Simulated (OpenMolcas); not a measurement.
## Ni2+: moving the ligands

Ni2+ with 6 ligands (water) in octahedral coordination (Th) at 2.05 Å. Ligand basis ANO-RCC-VDZP.
```
Ni    0.0000    0.0000    0.0000
O     2.0500    0.0000    0.0000
H     2.6270    0.7797    0.0000
H     2.6270   -0.7797    0.0000
O     0.0000    2.0500    0.0000
H     0.0000    2.6270    0.7797
H     0.0000    2.6270   -0.7797
O    -2.0500    0.0000    0.0000
H    -2.6270    0.7797    0.0000
H    -2.6270   -0.7797    0.0000
O     0.0000   -2.0500    0.0000
H     0.0000   -2.6270    0.7797
H     0.0000   -2.6270   -0.7797
O     0.0000    0.0000    2.0500
H     0.7797    0.0000    2.6270
H    -0.7797    0.0000    2.6270
O     0.0000    0.0000   -2.0500
H     0.7797    0.0000   -2.6270
H    -0.7797    0.0000   -2.6270
```

```json
{"Program": "OpenMolcas 26.06", "Method": "SS-CASPT2, IPEA 0.25 Eh, imaginary shift 0.1 Eh (closed shells correlated: 3s 3p and the ligand valence shells)", "Basis": "ANO-RCC-VTZP [6s5p3d2f1g]", "Scalar Hamiltonian": "DKH2, point nucleus", "Active space": "8 electrons in 5 orbitals (3d)", "State averaging": "2S+1 = 3 even, 10 roots; 2S+1 = 1 even, 15 roots", "Spin-orbit coupling": "state interaction with AMFI integrals over the reference wave functions"}
```

Runs around this geometry, states (labels of O, taken over from Oh, the nearest higher group). Energies in cm-1 above the lowest state or level, χT in cm3 K/mol.

```csv
R (Å),Ground state,First state of that spin,First gap with spin-orbit (degeneracies),χT at 300 K,First state of another spin
2,3A2,3T2 9250,"8950 (3, 2)",1.327,1E 14300
2.05,3A2,3T2 7730,"7470 (3, 2)",1.394,1E 14280
2.14,3A2,3T2 6470,"6150 (3, 2)",1.477,1E 14080
```

Taking the first state of the same spin as R^-n, n = -ln(6470 / 9250) / ln(2.14 / 2) = 5.3 between the shortest and longest distance.

Roots that are degenerate in the reference are averaged as groups; the widest CASPT2 spread within a group is 840 cm-1 (the 3-fold group of multiplicity 3 near 7730 cm-1 above the lowest state of its run, R = 2.05). Shifts and gaps below about the spread of the groups concerned are not significant. Over all roots computed the reference weight is 0.69 to 0.70 in R = 2, 0.69 to 0.70 in R = 2.05, 0.69 to 0.70 in R = 2.14; a low but even weight reflects the number of correlated electrons. A single d shell leaves out the double-shell effect, which counts most for late 3d ions, where the CASPT2 field can be off either way by tens of per cent. Ligand-to-metal charge-transfer states are missing. These CASPT2 states fit no ligand-field parameters well, so their order and spin gaps are uncertain. For late 3d ions with one d shell CASPT2 can put B and the spin-flip bands somewhat low as well as high. With one d shell and no ligand orbital active, 10Dq can be off by tens of per cent for divalent 3d ions, low with halides held by bare charges and at times high in hosts, and the orbital part of g and χT goes as 1/10Dq. Free-ion shares, where given, are those of the reference states; single-state CASPT2 does not remix them. No measured value stands beside these numbers; the geometry was imposed, not optimised, and the real ion may take another.
